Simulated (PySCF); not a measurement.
PySCF input (M06-2X/6-31G* with LANL2DZ past Ar (5d)):

```python
from pyscf import gto, dft

mol = gto.M(
    atom='''
    In   -0.00000000   -0.00000000   -0.27269741
    O     0.00000000    0.00000000    1.67027163
    ''',
    basis={'default': '6-31g*', 'In': 'lanl2dz'},
    ecp={'In': 'lanl2dz'},
    charge=0,
    spin=1,
    symmetry='C2v',
    verbose=4,
)

mf = dft.UKS(mol, xc='m062x')
mf.grids.level = 4
mf.conv_tol = 1e-9
mf.max_cycle = 100
mf.max_memory = 1500
mf.kernel()
if not mf.converged:
    mf = mf.newton()
    mf.kernel(mf.make_rdm1())
mf.dip_moment()
```

Output:

```
PySCF version 2.14.0

[INPUT] verbose = 4
[INPUT] num. atoms = 2
[INPUT] num. electrons = 11
[INPUT] charge = 0
[INPUT] spin (= nelec alpha-beta = 2S) = 1
[INPUT] symmetry C2v subgroup None
[INPUT] Mole.unit = angstrom
[INPUT] Symbol           X                Y                Z      unit          X                Y                Z       unit  Magmom
[INPUT]  1 In     0.000000000000   0.000000000000  -0.272697410000 AA    0.000000000000   0.000000000000  -0.515323419778 Bohr   0.0
[INPUT]  2 O      0.000000000000   0.000000000000   1.670271630000 AA    0.000000000000   0.000000000000   3.156355934331 Bohr   0.0

nuclear repulsion = 6.53651849340842
point group symmetry = Coov, use subgroup C2v
symmetry origin: [ 0.0000000e+00  0.0000000e+00 -1.6576545e-09]
symmetry axis x: [1. 0. 0.]
symmetry axis y: [0. 1. 0.]
symmetry axis z: [0. 0. 1.]
num. orbitals of irrep A1 = 11
num. orbitals of irrep A2 = 1
num. orbitals of irrep B1 = 5
num. orbitals of irrep B2 = 5
number of shells = 10
number of NR pGTOs = 39
number of NR cGTOs = 22
basis = {'default': '6-31g*', 'In': 'lanl2dz'}
ecp = {'In': 'lanl2dz'}

******** <class 'pyscf.dft.uks_symm.SymAdaptedUKS'> ********
method = SymAdaptedUKS
initial guess = minao
damping factor = 0
level_shift factor = 0
DIIS = <class 'pyscf.scf.diis.CDIIS'>
diis_start_cycle = 1
diis_space = 8
diis_damp = 0
SCF conv_tol = 1e-09
SCF conv_tol_grad = None
SCF max_cycles = 100
direct_scf = True
direct_scf_tol = 1e-13
number electrons alpha = 6  beta = 5
XC library pyscf.dft.libxc version 7.1.2
    S. Lehtola, C. Steigemann, M. J. T. Oliveira, and M. A. L. Marques,  SoftwareX 7, 1–5 (2018)
XC functionals = m062x
    Y. Zhao and D. G. Truhlar,  Theor. Chem. Acc. 120, 215 (2008)
    Y. Zhao and D. G. Truhlar,  Theor. Chem. Acc. 120, 215 (2008)
radial grids:
    Treutler-Ahlrichs [JCP 102, 346 (1995); DOI:10.1063/1.469408] (M4) radial grids

becke partition: Becke, JCP 88, 2547 (1988); DOI:10.1063/1.454033
pruning grids: <function nwchem_prune>
grids dens level: 4
symmetrized grids: C2v
atomic radii adjust function: <function treutler_atomic_radii_adjust>
small_rho_cutoff = 0
Freeze 0 electrons in irreps []
    11 free electrons in irreps A1 A2 B1 B2
Set gradient conv threshold to 3.16228e-05
tot grids = 60392
init E= -68.2301719852351
alpha HOMO (A1) = -0.129653749040981  LUMO (B1) = 0.0235936710644541
beta  HOMO (B1) = -0.384311080395981  LUMO (A1) = -0.129653749040983

WARN: HOMO -0.129653749040981 >= LUMO -0.129653749040983

WARN: alpha-A1 HOMO -0.129653749040981 > system LUMO -0.129653749040983

WARN: beta-A1 LUMO -0.129653749040983 < system HOMO -0.129653749040981

cycle= 1 E= -76.5167167773187  delta_E= -8.29  |g|= 0.837  |ddm|= 1.73
alpha HOMO (A1) = 0.0529474127549534  LUMO (A1) = 0.129914578297269
beta  HOMO (B1) = -0.145840567488538  LUMO (A1) = -0.0146927906899794

WARN: HOMO 0.0529474127549534 >= LUMO -0.0146927906899794

WARN: alpha-A1 HOMO 0.0529474127549534 > system LUMO -0.0146927906899794

WARN: beta-A1 LUMO -0.0146927906899794 < system HOMO 0.0529474127549534

cycle= 2 E= -71.1895071757113  delta_E= 5.33  |g|=  2.1  |ddm|= 2.38
alpha HOMO (A1) = -0.316049853731162  LUMO (B1) = -0.0327377572053564
beta  HOMO (B2) = -0.343301014936644  LUMO (A1) = -0.227840270906464
  HOMO = -0.316049853731  LUMO = -0.227840270906  gap/eV = 2.40031
cycle= 3 E= -76.8437570257482  delta_E= -5.65  |g|= 0.416  |ddm|= 2.25
alpha HOMO (A1) = -0.315992754343188  LUMO (B1) = -0.0480402012791357
beta  HOMO (B2) = -0.298404802888411  LUMO (A1) = -0.132131636940617
  HOMO = -0.298404802888  LUMO = -0.132131636941  gap/eV = 4.52452
cycle= 4 E= -76.960891923195  delta_E= -0.117  |g|= 0.147  |ddm|= 0.396
alpha HOMO (A1) = -0.306686258740909  LUMO (B2) = -0.031095568318908
beta  HOMO (B2) = -0.303970366228449  LUMO (A1) = -0.110470436342997
  HOMO = -0.303970366228  LUMO = -0.110470436343  gap/eV = 5.26540
cycle= 5 E= -76.9762014557422  delta_E= -0.0153  |g|= 0.0445  |ddm|= 0.152
alpha HOMO (A1) = -0.303200970129618  LUMO (B2) = -0.0245575827921524
beta  HOMO (B1) = -0.296840881624374  LUMO (A1) = -0.10327080747434
  HOMO = -0.296840881624  LUMO = -0.103270807474  gap/eV = 5.26731
cycle= 6 E= -76.9801485773767  delta_E= -0.00395  |g|= 0.0187  |ddm|= 0.11
alpha HOMO (A1) = -0.304157490310345  LUMO (B1) = -0.0243938541819242
beta  HOMO (B2) = -0.295817759158113  LUMO (A1) = -0.0992438457631373
  HOMO = -0.295817759158  LUMO = -0.0992438457631  gap/eV = 5.34905
cycle= 7 E= -76.9812472414328  delta_E= -0.0011  |g|= 0.029  |ddm|= 0.0686
alpha HOMO (A1) = -0.303772284736693  LUMO (B2) = -0.0238812524256354
beta  HOMO (B2) = -0.297552524194665  LUMO (A1) = -0.0973720742292485
  HOMO = -0.297552524195  LUMO = -0.0973720742292  gap/eV = 5.44719
cycle= 8 E= -76.9817885985432  delta_E= -0.000541  |g|= 0.0254  |ddm|= 0.031
alpha HOMO (A1) = -0.302629993985624  LUMO (B2) = -0.0220407791667641
beta  HOMO (B1) = -0.304271457928795  LUMO (A1) = -0.0877090224485251
  HOMO = -0.302629993986  LUMO = -0.0877090224485  gap/eV = 5.84830
cycle= 9 E= -76.9827519277031  delta_E= -0.000963  |g|= 0.0027  |ddm|= 0.0843
alpha HOMO (A1) = -0.302852862770726  LUMO (B1) = -0.021451640630497
beta  HOMO (B1) = -0.305208172191525  LUMO (A1) = -0.0855408122971379
  HOMO = -0.302852862771  LUMO = -0.0855408122971  gap/eV = 5.91336
cycle= 10 E= -76.9827750142303  delta_E= -2.31e-05  |g|= 0.000909  |ddm|= 0.0172
alpha HOMO (A1) = -0.302944340967173  LUMO (B1) = -0.0213701532744318
beta  HOMO (B2) = -0.305234982740789  LUMO (A1) = -0.0857217664468255
  HOMO = -0.302944340967  LUMO = -0.0857217664468  gap/eV = 5.91093
cycle= 11 E= -76.9827757487082  delta_E= -7.34e-07  |g|= 0.000127  |ddm|= 0.00143
alpha HOMO (A1) = -0.302956263674721  LUMO (B1) = -0.0213812380952549
beta  HOMO (B1) = -0.305258764599559  LUMO (A1) = -0.0856477043449146
  HOMO = -0.302956263675  LUMO = -0.0856477043449  gap/eV = 5.91327
cycle= 12 E= -76.982775793145  delta_E= -4.44e-08  |g|= 6.06e-05  |ddm|= 0.00035
alpha HOMO (A1) = -0.302937605494803  LUMO (B2) = -0.0213846334968744
beta  HOMO (B2) = -0.305313347621129  LUMO (A1) = -0.0856258959374081
  HOMO = -0.302937605495  LUMO = -0.0856258959374  gap/eV = 5.91335
cycle= 13 E= -76.9827758073239  delta_E= -1.42e-08  |g|= 2.75e-05  |ddm|= 0.000257
alpha HOMO (A1) = -0.302933287387438  LUMO (B1) = -0.021384617942063
beta  HOMO (B2) = -0.305321898836996  LUMO (A1) = -0.0856307390382867
  HOMO = -0.302933287387  LUMO = -0.0856307390383  gap/eV = 5.91310
cycle= 14 E= -76.9827758091003  delta_E= -1.78e-09  |g|= 3.69e-06  |ddm|= 9.79e-05
alpha HOMO (A1) = -0.302932241121296  LUMO (B2) = -0.0213852006330959
beta  HOMO (B2) = -0.305324840145954  LUMO (A1) = -0.0856293409123552
  HOMO = -0.302932241121  LUMO = -0.0856293409124  gap/eV = 5.91311
cycle= 15 E= -76.982775809127  delta_E= -2.67e-11  |g|= 4.05e-07  |ddm|= 1.42e-05
alpha HOMO (A1) = -0.302932201773666  LUMO (B2) = -0.0213851879391992
beta  HOMO (B1) = -0.305325181635797  LUMO (A1) = -0.0856294919690406
  HOMO = -0.302932201774  LUMO = -0.085629491969  gap/eV = 5.91311
Extra cycle  E= -76.9827758091269  delta_E= 7.11e-14  |g|= 7.15e-07  |ddm|= 8.78e-07
converged SCF energy = -76.9827758091269  <S^2> = 0.77054742  2S+1 = 2.0204429
Dipole moment(X, Y, Z, Debye):  0.00000,  0.00000, -3.69545
```
